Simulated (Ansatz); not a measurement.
```xyz
3

N    -0.0034    0.0041   -1.2027
N     0.0081    0.0032   -0.0634
O     0.0076    0.0061    1.1025
```

Basis set: 6-31G* (spherical functions). Correlated methods keep 3 orbitals frozen. Charge 0, multiplicity 1.

Computed with Ansatz (development build ahead of 0.2.0); each method stands on the lowest determinant of its kind that the runs found. Restricted open shells among the atoms or ions are ROHF, correlated in semicanonical orbitals with singles.

The atomization energy at this shape (free ground-state atoms in the same class of orbitals less the molecule, no zero-point energy) of singlet N₂O:

```json
{"method": "RHF", "atomization energy": "81.97 kcal/mol"}
```

Q: What does RHF-MP2 give?

A: 254.26 kcal/mol.
